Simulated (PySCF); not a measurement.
Gas-phase reaction: Ag2 + H2 ⇌ 2 AgH. Level: ωB97M-V/def2-TZVP†; standard pressure 1 bar.

Method: PySCF energies plus ideal-gas RRHO corrections (1 bar). † marks an energy on the PBE0/def2-TZVP geometry and frequencies. All species are closed-shell singlets. Ag: scalar-relativistic def2 core potential, no spin-orbit coupling. The harmonic model lacks anharmonicity and excited electronic states, which grow with temperature; levels with a mode under 35 cm⁻¹ are left out.

```json
[
 {"T (K)": "1200", "1000/T (1/K)": "0.8333", "log10 K": "-4.74"},
 {"T (K)": "1400", "1000/T (1/K)": "0.7143", "log10 K": "-3.95"},
 {"T (K)": "1600", "1000/T (1/K)": "0.6250", "log10 K": "-3.34"},
 {"T (K)": "1800", "1000/T (1/K)": "0.5556", "log10 K": "?"},
 {"T (K)": "2000", "1000/T (1/K)": "0.5000", "log10 K": "-2.50"},
 {"T (K)": "2500", "1000/T (1/K)": "0.4000", "log10 K": "-1.82"}
]
```

**Question.** Fit log10 K = a + b·(1000/T) to the five rows, get the mean ΔH° and ΔS°, and predict log10 K at 1800 K.

**Answer.** Means: 1000/T = 0.6145, log10 K = -3.270. Sums of products about the means: Sxy = -0.78943, Sxx = 0.117064, so b = Sxy/Sxx = -6.74 and a = -3.270 − (-6.74)×0.6145 = 0.87.
ΔH° = −R ln 10 × 1000 K × b = −19.145 × (-6.74) = 129 kJ; ΔS° = R ln 10 × a = 17 J/K. The run's own values go from 128 kJ and 16 J/K at 1200 K to 131 kJ and 18 J/K at 2500 K.
Prediction at 1800 K: 0.87 + (-6.74)×0.5556 = -2.87. The computed value is -2.88, 0.01 from the line.
For scale, ΔH°(298 K) is 130 kJ at this level, 130 kJ at ωB97X-V/def2-TZVP†, and runs from -31 to 174 kJ over the 18 levels computed.
